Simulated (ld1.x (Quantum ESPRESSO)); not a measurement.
# Bi: variants of one TM potential

Base potential:

bismuth (Bi), norm-conserving Troullier–Martins (Kleinman–Bylander form), made with ld1.x (Quantum ESPRESSO) 7.5 (PBE, fully relativistic). Core [Xe] 4f14, reference 5d10 6s2 6p3. Waves: 6s (bound): rc 1.45 bohr; 6p (bound): rc 1.95 bohr; 5d (bound): rc 1.35 bohr. Local part: the d channel. Core correction: none.

Open shells are filled in proportion to 2j + 1 (rel_dist='average').

All-electron outer shells of the reference configuration (PBE, scalar-relativistic, ld1.x):

```
shell  level (eV)  outermost node (bohr)  outermost maximum (bohr)
   4f     -152.59                      –                      0.34
   5p      -95.86                   0.48                      0.86
   5d      -27.08                   0.51                      1.03
   6s      -14.48                   0.98                      1.88
   6p       -4.57                   1.14                      2.44
```

Cutoffs, loose and tight: the cutoffs (Ry, on a coarse ladder) from which the occupation-weighted sum of valence levels, in a spherical-Bessel basis at the reference potential, stays within 10 and 1 mRy of its value at 400 Ry. They do not see the model core or the augmentation charge, which bear on the density cutoff. Test errors are all-electron minus pseudo excitation energies from the reference, over the configurations 5d10 6s2 6p2; 5d10 6s2 6p1; 5d10 6s2 6p0; 5d10 6s2 6p3.3; 5d9 6s2 6p4; 5d10 6s1 6p0; 5d10 6s2 6p2.5. A dash means not determined; rows that change the core or the reference have their own tests. The largest error is taken over the tests solved by every variant that gives reliable tests at all: 5d10 6s1 6p0; 5d10 6s2 6p0; 5d10 6s2 6p2.5; 5d10 6s2 6p3.3.

A true bound ghost makes a file unfit for plane-wave use even where its test errors are small: the radial tests pick states by their node count and pass the ghost by. Where a test does run into it, the solver fails or the error is huge.

| change | outcome | cutoff, loose | cutoff, tight | bound ghosts | largest test error (meV) |
| --- | --- | --- | --- | --- | --- |
| base | generated, misses its reference levels by 1.84 eV | 90 Ry | 160 Ry | s, p3/2, p1/2 | +61 |
| wave 6s (bound): rc 1.45 bohr becomes 6s (bound): rc 0.94 bohr | failed: the pseudo-atom did not reach self-consistency | – | – | – | – |
| wave 6s (bound): rc 1.45 bohr becomes 6s (bound): rc 1.10 bohr | failed: the pseudo-atom did not reach self-consistency | – | – | – | – |
| wave 6s (bound): rc 1.45 bohr becomes 6s (bound): rc 1.22 bohr | generated, misses its reference levels by 1.84 eV | 180 Ry | over 300 Ry | s, p3/2, p1/2 | +89 |
| wave 6s (bound): rc 1.45 bohr becomes 6s (bound): rc 1.32 bohr | generated, misses its reference levels by 1.84 eV | 140 Ry | 230 Ry | s, p3/2, p1/2 | +92 |
| wave 6s (bound): rc 1.45 bohr becomes 6s (bound): rc 1.50 bohr | generated, misses its reference levels by 1.84 eV | 80 Ry | 160 Ry | s, p3/2, p1/2 | +55 |
| wave 6s (bound): rc 1.45 bohr becomes 6s (bound): rc 1.62 bohr | generated, misses its reference levels by 1.84 eV | 70 Ry | 110 Ry | s, p3/2, p1/2 | +58 |
| wave 6s (bound): rc 1.45 bohr becomes 6s (bound): rc 1.80 bohr | generated, misses its reference levels by 1.84 eV | 60 Ry | 100 Ry | s, p3/2, p1/2 | +59 |
| wave 6s (bound): rc 1.45 bohr becomes 6s (bound): rc 1.92 bohr | generated, misses its reference levels by 1.84 eV | 60 Ry | 100 Ry | s, p3/2, p1/2 | +58 |
| wave 6s (bound): rc 1.45 bohr becomes 6s (bound): rc 2.02 bohr | generated, misses its reference levels by 1.84 eV | 60 Ry | 100 Ry | s, p3/2, p1/2 | +58 |
| wave 6s (bound): rc 1.45 bohr becomes 6s (bound): rc 2.20 bohr | generated, misses its reference levels by 1.84 eV | 60 Ry | 100 Ry | s, p3/2, p1/2 | +58 |

Reading the sweep of the s radius (base included, trends over the rows without a ghost): Bound ghosts are found at 1.22, 1.32, 1.45, 1.5, 1.62, 1.8, 1.92, 2.02, 2.2 bohr. Every judged row has one, so this setting neither creates nor removes them. The generation fails at 0.94, 1.1 bohr.
